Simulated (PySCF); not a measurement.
Si(F)(OH)(NH2)2 (FH5N2OSi), SMILES O[Si](N)(F)N. Atoms are numbered in the order given.

```xyz
10

N     -0.9401     1.4125     0.1849
Si    -0.0077     0.0047     0.0126
N      1.6331     0.3881     0.3019
O     -0.7727    -1.1155     0.9712
F      0.0382    -0.6739    -1.4753
H     -0.6249     2.3077    -0.1682
H     -1.9386     1.3759     0.3532
H      2.3776    -0.1300    -0.1512
H      1.9306     0.8017     1.1783
H     -0.6500    -2.0359     0.7122
```
Charge 0, spin multiplicity 1.

Geometry optimised at B3LYP-D3(BJ)/def2-SVP. This is a generated structure with no PubChem entry under its InChIKey; it may be hypothetical. Other conformers were not sampled.

Calculation: TDA-M06-2X/def2-SVPD (PySCF).

Vertical excitations. Gas-phase values at a fixed geometry.

Computed UV-visible absorptions:
| state | energy (eV) | λ (nm) | f | main pairs |
|---|---|---|---|---|
| S1 | 7.00 | 177 | 0.056 | HOMO→LUMO 81 %, HOMO→LUMO+2 13 % |
| S2 | 7.15 | 173 | 0.045 | HOMO−1→LUMO 74 %, HOMO−1→LUMO+1 13 % |
| S3 | 8.18 | 152 | 0.033 | HOMO→LUMO+2 30 %, HOMO→LUMO+1 28 %, HOMO−2→LUMO 12 %, HOMO→LUMO 9 % |
| S4 | 8.38 | 148 | 0.003 | HOMO−1→LUMO+1 38 %, HOMO−1→LUMO+2 22 %, HOMO−1→LUMO 20 % |
| S5 | 8.60 | 144 | 0.001 | HOMO→LUMO+5 28 %, HOMO→LUMO+2 19 %, HOMO→LUMO+1 17 %, HOMO→LUMO+3 14 % |
| S6 | 8.72 | 142 | 0.001 | HOMO−1→LUMO+4 79 % |
| S7 | 8.76 | 142 | 0.020 | HOMO→LUMO+2 23 %, HOMO−2→LUMO 16 %, HOMO→LUMO+1 12 %, HOMO→LUMO+5 8 % |
| S8 | 8.91 | 139 | 0.010 | HOMO−1→LUMO+2 34 %, HOMO→LUMO+1 15 %, HOMO−1→LUMO+1 14 %, HOMO−2→LUMO 9 % |
| S9 | 9.02 | 137 | 0.017 | HOMO−2→LUMO 31 %, HOMO−1→LUMO+1 19 %, HOMO−1→LUMO+2 17 %, HOMO→LUMO+1 7 % |
| S10 | 9.32 | 133 | 0.020 | HOMO→LUMO+3 48 %, HOMO→LUMO+8 23 % |
| T1 | 6.74 | 184 | 0 | HOMO→LUMO 73 %, HOMO→LUMO+2 16 % |
| T2 | 6.90 | 180 | 0 | HOMO−1→LUMO 66 %, HOMO−1→LUMO+1 15 %, HOMO−1→LUMO+2 12 % |
| T3 | 7.91 | 157 | 0 | HOMO→LUMO+1 34 %, HOMO−2→LUMO 18 %, HOMO→LUMO+2 17 %, HOMO→LUMO 8 % |
| T4 | 8.30 | 149 | 0 | HOMO−1→LUMO+1 34 %, HOMO−1→LUMO 24 %, HOMO−1→LUMO+2 20 %, HOMO→LUMO+1 6 % |
Triplets are in the Tamm–Dancoff approximation.
